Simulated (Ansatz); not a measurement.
Gas-phase electronic energies from Ansatz, PBE0-D4/def2-TZVP geometries. CCSD(T)/CBS adds triple-zeta CCSD(T) − MP2 to the extrapolated MP2 energy (def2 sets, frozen cores). This one scheme is used for every species, atoms too. DFT in def2-TZVPP. HSE06 is defined as in plane-wave codes. No spin–orbit coupling; open shells (•) take unrestricted orbitals. Spin–orbit coupling would lower the free atoms: a little for C, F; clearly for Ge. For Ge outer-core shells are correlated without core-valence functions, so the limit isn't a true one: a few kJ/mol of doubt a bond, and 10 to 20 or more in all where bonds break to atoms. Scalar relativity is left out up to krypton.

Consider the atomization: `F[CH]1C=[CH][GeH2]1` → 3 C• + F• + Ge• + 5 H•.

```json
{"level": "PBE-D4", "ΔE (kcal/mol)": "927.3"}
{"level": "r2SCAN-D4", "ΔE (kcal/mol)": "905.8"}
{"level": "HSE06-D4", "ΔE (kcal/mol)": "908.8"}
{"level": "PBE", "ΔE (kcal/mol)": "922.4"}
{"level": "BLYP", "ΔE (kcal/mol)": "887.1"}
{"level": "r2SCAN0", "ΔE (kcal/mol)": "888.3"}
{"level": "CCSD(T)/def2-TZVPP", "ΔE (kcal/mol)": "881.9"}
{"level": "HF/def2-QZVPP", "ΔE (kcal/mol)": "645.8"}
```

(1) What does CCSD(T)/CBS give? (An estimate is asked.)

Largest T1 diagnostic among the species: 0.012.

## Answers

(1) The calculation gave: +902.8 kcal/mol. The listed levels differ from it by 24.5, 3.0, 6.0, 19.6, -15.7, -14.5, -20.9, -257.0 kcal/mol.

At CCSD(T), def2-SVP lies −45.8 kcal/mol from the extrapolated value and def2-TZVPP −20.9 kcal/mol: correlation converges slowly with the basis, and small sets miss more of it in the bonded molecule than in its fragments. From PBE to PBE0 (25 % exact exchange), in def2-TZVPP and without D4, ΔE moves by −18.3 kcal/mol: exact exchange takes away binding that semilocal exchange gives to molecules.

For atomizations the MP2-based limit and the directly extrapolated one differ by several kJ/mol either way, and by 10 to 25 for some Ge, Se and Sn compounds, so smaller differences from it don't rank the levels.
